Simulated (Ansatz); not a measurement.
Relaxation of BCl₂FH₂ (6 atoms, charge 0, multiplicity 1), to a largest force component of 0.03 eV/Å in at most 50 steps.

These are results of RKS PBE0-D4/def2-SVP in Ansatz, not measurements.

```xyz
6
Properties=species:S:1:pos:R:3
B -0.041 0.253 -0.056
F -0.076 0.412 1.256
H 1.007 0.066 -0.610
Cl -1.531 0.426 -0.947
Cl -0.161 -2.625 0.979
H -0.199 -1.622 1.854
```

Q: Where does it end, and by what steps?

A: The forces met the threshold. After 11 steps the energy has fallen by 0.044 eV; H6 moved furthest, 0.23 Å.

```csv
step,energy less start (eV),largest force component (eV/Å),accepted
0,0.0000,1.010,yes
1,-0.0181,0.645,yes
2,-0.0296,0.649,yes
3,-0.0138,0.965,no
4,-0.0424,0.040,yes
5,-0.0429,0.033,yes
6,-0.0432,0.038,yes
7,-0.0424,0.228,no
8,-0.0438,0.037,yes
9,-0.0439,0.049,yes
10,-0.0437,0.069,no
11,-0.0440,0.010,yes
```

```xyz
6
Properties=species:S:1:pos:R:3
B -0.043 0.314 -0.087
F -0.074 0.531 1.215
H 1.002 0.093 -0.635
Cl -1.529 0.456 -0.987
Cl -0.177 -2.660 0.996
H -0.181 -1.822 1.974
```

The run took 35 s on 1 thread of Arm Neoverse V1, with other jobs on the host, peak memory 0.14 GiB.
